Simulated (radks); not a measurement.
Neutral erbium inside a hard spherical wall (all orbitals vanish at R), configuration held at [Xe] 4f12 6s2 and not refilled when levels cross. All-electron calculation, scalar-relativistic Kohn-Sham, PBE, spin-polarised, spherical densities, point nucleus; open shells are filled with parallel spins first (spin-orbit coupling, left out, can overturn this in heavy ions). Program: a radial shooting solver on a logarithmic mesh with Libxc functionals. Eigenvalues in eV for spin up, with the zero of energy where the potential of the charges vanishes at infinity; a dash marks a level that is unbound or too diffuse for the functional's potential to be trusted. A positive occupied level is held by the wall or, in an anion where self-interaction has pushed it up, behind a barrier. The pressure on the wall is -dE/dV.

| R (bohr) | E (hartree) | kinetic (hartree) | e(5s) | e(5p) | e(6s) | e(4f) | e(6p, empty) | e(5d, empty) | pressure (GPa) |
|---|---|---|---|---|---|---|---|---|---|
| free | -13086.3964 | 14189.831 | -52.272 | -26.676 | -3.858 | -3.851 | - | - | 0 |
| 20 | -13086.3964 | 14189.831 | -52.272 | -26.676 | -3.858 | -3.851 | -1.140 | -0.969 | < 0.0001 |
| 15 | -13086.3964 | 14189.832 | -52.270 | -26.674 | -3.856 | -3.849 | -1.124 | -0.964 | 0.000153 |
| 10 | -13086.3942 | 14189.852 | -52.122 | -26.527 | -3.740 | -3.704 | -0.790 | -0.800 | 0.0511 |
| 7 | -13086.3574 | 14190.058 | -51.075 | -25.499 | -2.698 | -2.676 | 1.160 | 0.271 | 1.75 |
| 5 | -13086.1287 | 14190.978 | -48.334 | -22.879 | 1.629 | 0.106 | 8.047 | 3.448 | 25.5 |
| 4 | -13085.5982 | 14192.959 | -44.856 | -19.604 | 9.729 | 3.893 | 19.710 | 8.070 | 139 |
| 3.5 | -13084.8956 | 14195.608 | -41.503 | -16.348 | 19.121 | 7.769 | 32.288 | 12.845 | 385 |
| 2 | -13067.0289 | 14256.474 | 4.367 | 36.008 | 177.31 | 59.056 | 214.09 | 84.565 | 24600 |
